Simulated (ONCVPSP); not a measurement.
# Before and after: ONCV potential for Cu (Z = 29)

- Element: copper (Cu)
- Generator: ONCVPSP 4.0.1
- Type: optimised norm-conserving Vanderbilt (ONCV)
- Functional: PBE
- Relativity: scalar-relativistic
- Frozen core: [Ne]
- Valence charge: 19
- Reference configuration: 3s2 3p6 3d9 (charge +2)
- Partial waves: 3s: rc 1.15 bohr, ncon 4, nbas 9, qcut 13.5 1/bohr, 3 projectors, debl 3 Ha; 3p: rc 1.05 bohr, ncon 4, nbas 8, qcut 11.3 1/bohr, 2 projectors, debl 3 Ha; 3d: rc 0.85 bohr, ncon 4, nbas 8, qcut 15.5 1/bohr, 2 projectors, debl 2.3 Ha
- Local potential: polynomial inside 0.60 bohr (lpopt 5, dvloc0 -1 Ha)
- Core correction: Teter function, fcfact 2.5, rcfact 1.45

In the s channel the program set the typed energies aside and used -5.155, 0.250, 3.250 Ha. In the p channel the program set the typed energies aside and used -3.587, 0.250 Ha.

All-electron outer shells of the reference configuration (PBE, scalar-relativistic, ld1.x):

```json
{"shell": "3s", "level (eV)": "-140.29", "outermost node (bohr)": "0.29", "outermost maximum (bohr)": "0.61"}
{"shell": "3p", "level (eV)": "-97.62", "outermost node (bohr)": "0.26", "outermost maximum (bohr)": "0.62"}
{"shell": "3d", "level (eV)": "-29.63", "outermost node (bohr)": "–", "outermost maximum (bohr)": "0.60"}
```

Change: p: qcut 7.3.

Cutoffs: the cutoffs (Ha) at which the residual kinetic energy of the hardest occupied pseudo-wave falls to 1 and 0.1 mHa per electron; they do not see the model core or the augmentation charge, which bear on the density cutoff. Errors are all-electron minus pseudo energies relative to the spin-unpolarised reference configuration.

**Question.** Predict the effect on cutoff, ghosts and configuration errors.

**Answer.** The potential gets harder (109 Ha and 154 Ha → 164 Ha and 193 Ha); of the 4 tests that both files solve, the error grows in 0 and shrinks in 2 by more than 15 % and 0.3 meV (median size 1.4 → 0.9 meV); neither file shows a bound ghost.

| quantity | base | changed |
| --- | --- | --- |
| cutoff, loose | 109 Ha | 164 Ha |
| cutoff, tight | 154 Ha | 193 Ha |
| loose cutoff by channel | s 53 Ha, p 46 Ha, d 109 Ha | s 53 Ha, p 164 Ha, d 109 Ha |
| bound ghosts | none | none |
| GHOST(+) flags under 300 eV | none | none |
| error for 3s2 3p6 3d10 4s1, meV [ΔE -29.48 eV] | +0.1 | +0.1 |
| error for 3s2 3p6 3d10, meV [ΔE -21.33 eV] | +1.5 | +1.1 |
| error for 3s2 3p6 3d8, meV [ΔE 39.02 eV] | +1.5 | -0.7 |
| error for 3s2 3p6 3d10 4s0.5, meV [ΔE -26.32 eV] | +1.3 | +1.1 |
| s: phases at 1.16 bohr within 0.05 rad from the reference energy up to (Ha; the scan ends near 5) | to the end of the scan | to the end of the scan |
| p: phases at 1.06 bohr within 0.05 rad from the reference energy up to (Ha; the scan ends near 5) | to the end of the scan | to the end of the scan |
| d: phases at 0.86 bohr within 0.05 rad from the reference energy up to (Ha; the scan ends near 5) | to the end of the scan | to the end of the scan |
| rms error of d²Exc/dni dnj with the model core, mHa | 1.77 | 1.76 |
